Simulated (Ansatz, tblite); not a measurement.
Cost and result up the ladder for the cluster Cu4 (4 atoms). Charge 0, multiplicity 1. Geometry: PBE-D4/def2-SVP.

Cartesian coordinates in Å:
```
Cu -0.4127 -1.0594 -0.0110
Cu 0.4127 1.0594 0.0111
Cu 0.4846 -0.2096 1.9961
Cu -0.4845 0.2096 -1.9961
```

Ansatz on 4 threads of Arm Neoverse V2 on a shared host; xTB runs through tblite on one thread. Times are rough, summed over both states, and most runs start from the orbitals of an earlier one. PBE0-D4/def2-TZVP serves as the yardstick here, not as an exact answer. The other state is a triplet at its own geometry.

The xTB rows come from tblite. The structure comes from a short search, and lower isomers may exist.

Run but left out: HF/STO-3G, B2PLYP/def2-TZVP (singlet: restricted singlet, unstable in another Hartree–Fock run and untested here).

xTB has no spin-polarisation term.

| level | functions | wall time | triplet − singlet (eV) | difference from PBE0-D4/def2-TZVP (eV) |
| --- | --- | --- | --- | --- |
| GFN1-xTB | 36 | 0.006 s | 1.04 | 0.36 |
| GFN2-xTB | 36 | 0.007 s | 2.25 | 1.57 |
| LDA (SPW92)/def2-TZVP | 180 | 4.6 s | 0.76 | 0.08 |
| PBE-D4/def2-TZVP | 180 | 8.9 s | 0.68 | 0.00 |
| PBE0-D4/def2-TZVP (with forces) | 180 | 19 s | 0.68 | 0.00 |
| r2SCAN-D4/def2-TZVP | 180 | 24 s | 0.57 | -0.12 |
